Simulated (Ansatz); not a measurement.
BFH₃OPSi, SMILES `FB1OP[SiH2]1`. The species carries charge 0 and has multiplicity 1.

```xyz
8

F    -2.3948   -0.5765    0.5198
B    -1.2084   -0.0682    0.2652
O    -1.0795    1.2001   -0.2106
P     0.6077    1.4966   -0.3888
Si    0.7368   -0.6530    0.3855
H     0.7242    1.0995   -1.7543
H     1.2549   -1.6915   -0.5414
H     1.3592   -0.8072    1.7246
```

(1) What are the harmonic wavenumbers in cm⁻¹ at PBE0-D4/def2-TZVP (Ansatz, finite differences of forces, unscaled)? (Estimate.)

(2) Is this a minimum?

(3) Give the ideal-gas thermochemistry at 298.15 K and 1 bar (rigid rotor, harmonic oscillator; point group C1, symmetry number 1).

(4) And at 400, 500, 600, 800 and 1000 K?

(5) Rotational constants (cm⁻¹)?

Answers

(1) Computed: 115, 304, 325, 395, 430, 468, 555, 640, 658, 729, 774, 922, 929, 1196, 1419, 2227, 2241, 2355.

(2) Yes, all 18 modes are real.

(3) Zero-point energy 99.8 kJ/mol; H(298) − E = 117.9 kJ/mol; entropy 324.6 J/(mol·K), of which translation 167.2, rotation 113.2, vibration 44.1; G(298) − E = 21.1 kJ/mol.

(4) 
```
T (K)  H − E (kJ/mol)  S (J/mol/K)  G − E (kJ/mol)
  400           128.7        355.5           -13.5
  500           140.8        382.4           -50.5
  600           153.9        406.3           -89.9
  800           182.5        447.5          -175.4
 1000           213.4        481.8          -268.4
```

(5) 0.1579, 0.08957, 0.05913.
